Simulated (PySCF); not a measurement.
These 2 structures share the formula C8H7F3S. Method used: PBE0-D3(BJ)/def2-SVP geometry optimisation, gas phase in PySCF. Energies are electronic, without zero-point or thermal terms, for one conformer each. No frequencies were run at this level. Point groups hold within 0.08 Å.

Task: Order them by energy at this level, lowest first, and give relative energies in kJ/mol.
A. `[CH2:1]=[C:2]([CH3:3])[C:4](=[S:5])[C:6]#[C:7][CH2:8][C:9]([F:10])([F:11])[F:12]` with C1–C2–C4–S5 180°
B. `[CH:1]#[C:2][C@H:3]1[CH2:4][CH:5]=[C:6]([S:7][C:8]([F:9])([F:10])[F:11])[CH2:12]1` with C5–C6–S7–C8 -24°, C2–C3–C4–C5 97°, C3–C4–C5–C6 16°, C5–C6–C12–C3 -15°, C2–C3–C12–C6 -97°

Result: A (0.0), B (18.9).

As drawn, the lower has a C=S bond, which the higher lacks.

```
                    SMILES       E (Eh)  E rel (kJ/mol)  dipole (D)  point group       A, B, C (MHz)
   C=C(C)C(=S)C#CCC(F)(F)F  -1005.35854             0.0        1.12      near Cs  1679, 345.4, 302.8
C#C[C@H]1CC=C(SC(F)(F)F)C1  -1005.35135            18.9        1.76           C1  1991, 414.3, 397.0
```

Task: As an exercise, what shares would exp(−E/RT) give at 1000 K from these electronic energies alone (no entropy, no degeneracies)?

Result: RT = 8.314 kJ/mol: C=C(C)C(=S)C#CCC(F)(F)F 90.6 %, C#C[C@H]1CC=C(SC(F)(F)F)C1 9.4 %.
